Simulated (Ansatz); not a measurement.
Cost and result for the atomization energy of CH$_{7}$AlGe, SMILES `[CH3][AlH][GeH3]` (10 atoms, 9 bonds).

```xyz
10

C    -0.8730   -0.1695   -1.7261
Al   -0.0538    0.8555   -0.2821
Ge    0.8357   -0.2906    1.7313
H    -1.7565   -0.7039   -1.3595
H    -1.1802    0.4496   -2.5717
H    -0.1861   -0.9381   -2.0960
H     0.0567    2.4416   -0.3565
H     2.3395   -0.0090    1.9400
H     0.6809   -1.8252    1.6988
H     0.1368    0.1898    3.0217
```

The species carries charge 0 and has multiplicity 1. Correlated methods include outer-core shells of Ge, which these sets cover unevenly. Scalar relativity is left out up to krypton. All single points use the PBE0-D4/def2-TZVP geometry. Program: Ansatz. All runs use 2 threads of a server CPU on a shared host. Times are those of one run each, without the atoms' runs, and a repeat can differ threefold. Electronic energies, without spin–orbit coupling; frozen cores. CCSD(T)/CBS adds CCSD(T) − MP2 in def2-TZVPP to the MP2 limit, and its time is that of the two runs behind it. T1 = 0.011. With those shells the extrapolation isn't a true limit. B3LYP takes the VWN-RPA correlation (the form of Gaussian; ORCA's B3LYP/G). HSE06 is the plane-wave form, built on full-range PBE exchange.

CCSD(T)/CBS is a level of theory with its own doubt, some kJ/mol a heavy atom from the limit and from the frozen cores, so smaller differences don't rank the functionals.

```csv
level,functions,wall time,atomization (kcal/mol),difference from CCSD(T)/CBS,per bond
PBE0-D4/def2-TZVPP,219,2.8 s,702.5,-9.2,-1.0
CAM-B3LYP-D4/def2-TZVPP,219,3.4 s,710.4,-1.3,-0.1
r2SCAN-D4/def2-TZVPP (with forces),219,3.6 s,711.2,-0.5,-0.1
CCSD(T)/def2-SVP,99,3.8 s,673.6,-38.1,-4.2
B2PLYP/def2-TZVPP,219,4 s,699.5,-12.2,-1.4
HSE06-D4/def2-TZVPP,219,4.6 s,702.6,-9.1,-1.0
PBE-QIDH/def2-TZVPP,219,4.7 s,702.7,-9.0,-1.0
B3LYP-D4/def2-TZVPP (with forces),219,4.9 s,706.9,-4.8,-0.5
r2SCANh-D4/def2-TZVPP,219,6 s,709.1,-2.6,-0.3
ωB97X-V/def2-TZVPP,219,6 s,712.9,1.2,0.1
MP2/def2-QZVPP,426,19 s,699.4,-12.3,-1.4
CCSD(T)/def2-TZVPP,219,45 s,698.1,-13.6,-1.5
CCSD(T)/CBS(def2),–,64 s,711.7,0.0,0.0
```

From PBE to PBE0 (25 % exact exchange), in def2-TZVPP and without D4, the atomization energy moves by −1.3 kcal/mol: exact exchange takes away binding that semilocal exchange gives to molecules. In def2-TZVPP, CCSD(T) changes the Hartree–Fock value by +160.0 kcal/mol (the triples alone add +6.3 kcal/mol) and MP2 by +153.3 kcal/mol; breaking electron pairs costs correlation energy, which Hartree–Fock lacks. Leaving LDA and LC-ωPBE aside and taking each functional with its dispersion term where it has one, the values, not all of them listed here, spread over 26.4 kcal/mol, from revPBE-D4 to B97M-V. LDA lies +85.8 kcal/mol from PBE without D4, its usual overbinding.
